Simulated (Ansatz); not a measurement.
`O=C(O)C[SiH2]F` → `C=C(F)[SiH](O)O`  (isomerisation)

Gas-phase electronic energies from Ansatz, PBE0-D4/def2-TZVP geometries. CCSD(T)/CBS is the MP2 limit (def2-TZVPP, def2-QZVPP) plus CCSD(T) − MP2 in def2-TZVPP, frozen cores. DFT in def2-TZVPP. B3LYP here is the variant with VWN-RPA as its local correlation; programs differ in this. One conformer a species, not always the lowest.

```
             level  ΔE (kcal/mol)  difference from CCSD(T)/CBS
            PBE-D4            7.3                          4.3
         r2SCAN-D4            5.9                          2.9
           ωB97X-V            7.3                          4.3
           ωB97M-V            4.8                          1.8
            B2PLYP            4.8                          1.8
               PBE            7.6                          4.6
            r2SCAN            6.0                          3.0
              PBE0            7.3                          4.3
             B3LYP            4.4                          1.4
SCS-MP2/def2-TZVPP            5.2                          2.2
   CCSD/def2-TZVPP            4.3                          1.3
CCSD(T)/def2-TZVPP            4.6                          1.6
     HF/def2-QZVPP            5.6                          2.6
    MP2/def2-QZVPP            4.3                          1.3
      HF/CBS(def2)            5.6                          2.6
    CCSD/CBS(def2)            2.7                         -0.3
       CCSD(T)/CBS            3.0                            0
```

Largest T1 diagnostic among the species: 0.014.
